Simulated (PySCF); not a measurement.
## Os²⁺ (osmium, charge +2) across methods

[Xe] 4f14 5d5 6s1, high-spin 7S determinant (an excited configuration). All numbers are calculated (PySCF 2.14, a scalar-relativistic core potential, in aug-cc-pVDZ-PP with ECP60MDF (5s5p4d2f, 54 functions)).

```csv
method,E (hartree),mean ε 5p β (eV),mean ε 5d α (eV),mean ε 6s α (eV),Σ⟨r²⟩ (bohr²),⟨S²⟩
M06-L,-89.8759,-69.165,-27.021,-22.403,34.80,12.001
r2SCAN,-89.9006,-69.369,-27.414,-23.242,34.95,12.001
LDA,-89.6393,-68.640,-26.875,-23.228,35.33,12.000
UHF,-89.25847,-76.774,-33.213,-25.708,35.25,12.003
PBE0,-89.8383,-71.021,-28.622,-23.758,35.07,12.001
LC-wPBE,-89.8634,-73.787,-31.327,-26.100,34.94,12.001
MN15,-89.6839,-71.622,-28.923,-24.715,35.16,12.002
PBE,-89.8633,-68.646,-26.846,-22.930,35.15,12.000
```

Estimate the same row for r2SCANh.

E (hartree) = -89.8824; mean ε 5p β (eV) = -70.211; mean ε 5d α (eV) = -28.061; mean ε 6s α (eV) = -23.566; Σ⟨r²⟩ (bohr²) = 34.95; ⟨S²⟩ = 12.001.

Energies and moments cover only the electrons outside the core potential. Spin-orbit coupling, which splits the p, d and f shells strongly at this Z, is absent.
